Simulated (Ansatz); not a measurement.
Total energies of the cluster SiSe2⁺ (the lowest doublet isomer of a short search) from Ansatz at r2SCAN-D4/def2-TZVP, gas phase (1 Eh = 27.2114 eV = 2625.5 kJ/mol). The reference geometry is relaxed at r2SCAN-D4/def2-TZVP.

Cartesian coordinates in Å:
```
Si 0.921 0.226 -0.982
Se -0.937 -0.939 -0.146
Se 0.017 0.714 1.128
```

```tsv
state	geometry	energy (Eh)
charge 1 doublet	reference	-5092.29503
charge 0 singlet	reference	-5092.58743
charge 1 quartet	relaxed at r2SCAN-D4/def2-TZVP	-5092.20309
```

(1) Work out the vertical electron affinity, to the singlet.

(2) Which of the charge 1 states is lowest, and how far above it are the others?

(1) E(charge 1 doublet) − E(charge 0 singlet) = -5092.29503 − (-5092.58743) = 0.29240 Eh = 7.96 eV.

(2) The doublet. quartet: -5092.20309 − (-5092.29503) = 0.09194 Eh = 241.4 kJ/mol.

The structure comes from a short search, and lower isomers may exist.
